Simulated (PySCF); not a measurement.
Magnetisability: `Br/C=C/C=C/C=C`, C6H7Br

Cartesian coordinates in Å; atom numbers follow the order of the lines, from 1:
```xyz
14

C    -2.880    1.038    0.754
C    -1.885    0.153    0.785
C    -0.558    0.434    0.309
C     0.449   -0.456    0.338
C     1.771   -0.168   -0.139
C     2.763   -1.059   -0.105
Br    4.500   -0.677   -0.734
H    -3.865    0.801    1.117
H    -2.738    2.032    0.361
H    -2.053   -0.839    1.184
H    -0.387    1.426   -0.089
H     0.279   -1.449    0.736
H     1.947    0.822   -0.539
H     2.657   -2.060    0.280
```

Computed, not measured: PySCF, GIAO PBE/pcSseg-1 magnetisability, rotational g tensor and spin-rotation constants, non-relativistic, gas phase. Geometry: GFN2-xTB.

The calculation is non-relativistic, which matters for the atoms heavier than Zn.

(1) How diamagnetic is it, and how anisotropic?

(2) Split it along the inertial axes a, b, c into diamagnetic and paramagnetic parts about the centre of mass, with the quadrupole moment.

(3) And the rotational g tensor?

## Answers

(1) Isotropic -1229 × 10⁻³⁰ J/T², or -74.0 × 10⁻⁶ cm³/mol; principal values -1467, -1233, -986 × 10⁻³⁰ J/T², anisotropy 416 × 10⁻³⁰ J/T² (root of half the summed squared differences of the principal values). The susceptibility is in cgs units.

(2) 
```csv
axis,χ (10⁻⁶ cm³/mol),diamagnetic (10⁻⁶ cm³/mol),paramagnetic (10⁻⁶ cm³/mol),summed x² of all electrons (Å²),quadrupole Θ (D Å)
a,-74.2,-178.3,104.1,658.2,+2.58
b,-59.5,-2844.8,2785.3,29.6,+5.58
c,-88.3,-2917.9,2829.6,12.4,-8.16
```
Anisotropies 2χaa − χbb − χcc = -0.6 and 2χbb − χaa − χcc = +43.6 × 10⁻⁶ cm³/mol. Θ is traceless in Buckingham's convention.

(3) 
```
axis  rotational constant (GHz)        g  nuclear part  electronic part
   a                    19.6343  -0.2112        0.7492          -0.9604
   b                     0.4049  -0.0075        0.5224          -0.5299
   c                     0.3967  -0.0004        0.5270          -0.5274
```
Asymmetric top; isotopes 79Br, 12C, 1H; no vibrational averaging.
